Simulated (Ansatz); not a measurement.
Total energies of Ru₃H₆ from Ansatz at r2SCAN-D4/def2-TZVP, gas phase (1 Eh = 27.2114 eV = 2625.5 kJ/mol). The reference geometry is relaxed at PBE0-D4/def2-SVP.

```xyz
9

Ru   -0.2577    0.9359    0.9637
Ru   -0.7344   -1.1544   -0.0473
Ru    0.9931    0.2167   -0.9166
H     0.4077    1.6520   -1.2211
H    -0.2060   -0.1836    2.0773
H     0.5958   -2.0032   -0.1245
H     1.9966    0.5799    0.2484
H    -1.7963    0.8896    0.6089
H    -0.9988   -0.9330   -1.5888
```

```tsv
state	geometry	energy (Eh)
charge 0 singlet	reference	-288.37723
charge 1 doublet	reference	-288.11164
charge 0 quintet	relaxed at PBE0-D4/def2-SVP	-288.37637
```

In the def2 sets Ru takes a core potential; there is no spin–orbit coupling.

Q: Work out the vertical ionisation energy to the doublet.

A: E(charge 1 doublet) − E(charge 0 singlet) = -288.11164 − (-288.37723) = 0.26559 Eh = 7.23 eV. For comparison, −ε of the highest occupied level is 4.70 eV at this level, 2.53 eV less.

Q: Which of the charge 0 states is lowest, and how far above it are the others?

A: The singlet, but by less than the method's error, so the order isn't settled. quintet: -288.37637 − (-288.37723) = 0.00086 Eh = 2.3 kJ/mol. The quintet differs in its bonds from the reference.

At r2SCAN-D4/def2-TZVP the charge 1 doublet is spin-contaminated (final ⟨S²⟩ up to 0.90, 0.75 for a pure state).  The triplet lies 0.38 eV above the singlet at this level but is left out (at the level of its geometry, ⟨S²⟩ 2.39, where a pure state has 2.00).

The structure comes from a short search, and lower isomers may exist.
